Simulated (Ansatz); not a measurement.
Mulliken charges of C2H3F2NOSi (`C[Si](F)(F)N=C=O`) from ωB97M-V/def2-TZVPP in Ansatz (PBE0-D4/def2-TZVP geometry).

```csv
atom,x (Å),y (Å),z (Å),charge (e)
C1,0.333,-1.596,-0.116,-0.446
Si2,-0.435,-0.052,0.492,0.828
F3,-2.011,-0.108,0.346,-0.294
F4,-0.135,0.163,2.032,-0.294
N5,0.121,1.306,-0.347,-0.300
C6,0.274,2.449,-0.664,0.330
O7,0.452,3.544,-1.005,-0.214
H8,0.110,-1.743,-1.175,0.131
H9,-0.043,-2.458,0.438,0.128
H10,1.418,-1.556,0.003,0.131
```

Problem. By hand: the dipole of these point charges (1 e Å = 4.8032 D).

Solution. Σ q r = (0.274, -0.436, -0.237) e Å, of length 0.567 e Å = 2.72 D.

Problem. How does the dipole of the full density compare? (Best estimate.)

Solution. Ansatz gave: (0.195, -0.454, -0.146) e Å, 2.47 D; the point charges give 1.10 times that, at 12° from its direction.

Point charges leave out the atoms' own dipoles, such as those of lone pairs, and Mulliken's split depends on the basis, so the close match here is no proof of good charges.
